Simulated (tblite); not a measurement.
Input of a run (GFN2-xTB geometry optimisation, gas phase (tblite 0.8.0)), started from a force field or distance geometry:
```
{"job": {"kind": "relax", "xc": "GFN2-xTB", "basis": "xTB"}, "charge": 1, "multiplicity": 1}
C     -2.552100     1.600600    -0.556200
C     -1.662700     0.550800    -0.118900
C     -2.140500    -0.745000    -0.136100
C     -1.321400    -1.755300     0.267500
C     -0.037300    -1.513400     0.717800
C      0.399100    -0.215000     0.718400
S      2.077200     0.056200     1.289600
C      3.251600    -0.026300    -0.074400
O      2.072200     1.452800     1.899900
C     -0.391600     0.855900     0.317700
H     -3.459000     1.771300     0.042600
H     -2.367200     2.202700    -1.444400
H     -3.178400    -0.920900    -0.477700
H     -1.646700    -2.780000     0.270400
H      0.561800    -2.347600     1.025600
H      3.178100    -1.053500    -0.491200
H      2.968700     0.762500    -0.817600
H      4.257400     0.227900     0.285000
H     -0.018800     1.885500     0.335300
```

Output (eV, eV/Å):
```
step      E/eV     max force
  0    -774.09702    4.051
  1    -774.44026    1.637
  2    -774.52141    1.010
  3    -774.61912    0.673
  4    -774.64744    0.568
  5    -774.68862    0.588
  6    -774.71176    0.555
  7    -774.75803    0.666
  8    -774.80087    0.687
  9    -774.86257    0.661
 10    -774.93135    0.644
 11    -774.99602    0.637
 12    -775.05064    0.532
 13    -775.10559    0.608
 14    -775.14082    1.117
 15    -775.15996    0.955
 16    -775.20048    0.368
 17    -775.21298    0.283
 18    -775.22741    0.239
 19    -775.23895    0.263
 20    -775.25089    0.182
 21    -775.25607    0.154
 22    -775.25893    0.133
 23    -775.26204    0.138
 24    -775.26533    0.159
 25    -775.26816    0.130
 26    -775.27055    0.132
 27    -775.27312    0.146
 28    -775.27585    0.181
 29    -775.27806    0.131
 30    -775.27973    0.090
 31    -775.28137    0.098
 32    -775.28346    0.165
 33    -775.28603    0.222
 34    -775.28875    0.187
 35    -775.29097    0.109
 36    -775.29279    0.086
 37    -775.29448    0.150
 38    -775.29631    0.167
 39    -775.29794    0.113
 40    -775.29931    0.080
 41    -775.30035    0.077
 42    -775.30134    0.121
 43    -775.30241    0.120
 44    -775.30351    0.083
 45    -775.30449    0.074
 46    -775.30538    0.070
 47    -775.30634    0.093
 48    -775.30756    0.103
 49    -775.30902    0.084
 50    -775.31036    0.079
 51    -775.31139    0.086
 52    -775.31247    0.100
 53    -775.31364    0.089
 54    -775.31474    0.073
 55    -775.31567    0.061
 56    -775.31666    0.092
 57    -775.31781    0.106
 58    -775.31909    0.075
 59    -775.32014    0.064
 60    -775.32088    0.064
 61    -775.32147    0.058
 62    -775.32209    0.050
 63    -775.32270    0.051
 64    -775.32324    0.057
 65    -775.32373    0.052
 66    -775.32426    0.050
 67    -775.32476    0.047
 68    -775.32516    0.045
 69    -775.32545    0.039
 70    -775.32573    0.033
 71    -775.32604    0.047
 72    -775.32633    0.042
 73    -775.32653    0.034
 74    -775.32667    0.025
 75    -775.32680    0.028
 76    -775.32692    0.027
 77    -775.32704    0.033
 78    -775.32722    0.036
 79    -775.32749    0.041
 80    -775.32787    0.047
 81    -775.32830    0.045
 82    -775.32866    0.046
 83    -775.32896    0.044
 84    -775.32923    0.038
 85    -775.32947    0.036
 86    -775.32965    0.023
 87    -775.32976    0.024
 88    -775.32988    0.031
 89    -775.33005    0.036
 90    -775.33025    0.033
 91    -775.33044    0.033
 92    -775.33060    0.037
 93    -775.33076    0.031
 94    -775.33097    0.038
 95    -775.33123    0.040
 96    -775.33158    0.043
 97    -775.33204    0.048
 98    -775.33259    0.050
 99    -775.33308    0.038
100    -775.33341    0.040
101    -775.33363    0.043
102    -775.33383    0.044
103    -775.33407    0.032
104    -775.33435    0.028
105    -775.33452    0.030
106    -775.33465    0.024
107    -775.33474    0.016
108    -775.33478    0.011
109    -775.33480    0.010
110    -775.33482    0.013
111    -775.33484    0.013
112    -775.33486    0.007
```

Summarise the run.

The energy falls by 119.4 kJ/mol over 112 L-BFGS steps, the largest force on an atom goes from 4.05 to 0.007 eV/Å, and the atoms move by 0.467 Å rms after alignment. Among the bonds, C1–C2 and S7=O9 change most and about equally (-0.073 to -0.072 Å). Bonds longer at the end by more than 0.005 Å: 8 of 19; shorter: 10. Among the angles that change most is C6–S7–C8, from 111.2° to 95.7°. Among the dihedrals that turn most is H11–C1–C2–C10, from -115° to 174°. The energy never rose by more than 1e-5 eV on the way. The first step brought 28 % of the lowering.

What are the final bond lengths?

C1–C2 1.371 Å, C2–C3 1.434 Å, C3–C4 1.372 Å, C4–C5 1.400 Å, C5–C6 1.394 Å, C6–S7 1.854 Å, S7–C8 1.842 Å, S7=O9 1.452 Å, C6–C10 1.370 Å, C2–C10 1.431 Å, C1–H11 1.079 Å, C1–H12 1.079 Å, C3–H13 1.080 Å, C4–H14 1.079 Å, C5–H15 1.081 Å, C8–H16 1.083 Å, C8–H17 1.085 Å, C8–H18 1.086 Å, C10–H19 1.082 Å. Numbering counts from 1 in the input's order; the species is `[CH2+]c1cccc([S@@](C)=O)c1`.

Hardware: one thread, Intel Xeon 6975P-C (x86_64), no GPU (shared host). Cost: 0.92 s.

Its GFN2-xTB frequencies are all real (lowest 50 cm⁻¹). 3 starts were optimised and ended at 0.00, 1.02 and 1.03 kcal/mol (GFN2-xTB); the lowest of these is shown.

One conformer stands for the species.

The numbers are calculated, not measured.
